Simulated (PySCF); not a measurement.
# Al⁺ (aluminium, charge +1) across methods

[Ne] 3s2, closed-shell 1S. All numbers are calculated (PySCF 2.14, the spin-free X2C one-electron Hamiltonian (Gaussian nucleus), in aug-cc-pVQZ-DK). The B2PLYP total includes its PT2 part (frozen core); its orbital energies are those of the SCF part.

```csv
method,E (hartree),mean ε 2s (eV),mean ε 2p (eV),mean ε 3s (eV),Σ⟨r²⟩ (bohr²),⟨S²⟩
B2PLYP,-242.4773,-130.52,-87.835,-16.548,16.93,0.000
PBE,-242.4519,-116.73,-78.270,-14.809,16.79,0.000
CAM-B3LYP,-242.5944,-124.08,-84.201,-17.108,16.79,0.000
BP86,-242.6066,-116.90,-78.439,-14.945,16.71,0.000
r2SCAN,-242.5487,-120.33,-80.073,-14.960,16.91,0.000
r2SCANh,-242.5474,-122.59,-81.729,-15.315,16.91,0.000
PBE0,-242.4710,-123.46,-82.930,-15.765,16.82,0.000
UHF,-242.11019,-142.47,-95.814,-17.781,17.23,0.000
```

Question: Estimate the same row for LDA.

Answer: E (hartree) = -241.5286; mean ε 2s (eV) = -116.07; mean ε 2p (eV) = -78.358; mean ε 3s (eV) = -14.920; Σ⟨r²⟩ (bohr²) = 16.71; ⟨S²⟩ = 0.000.
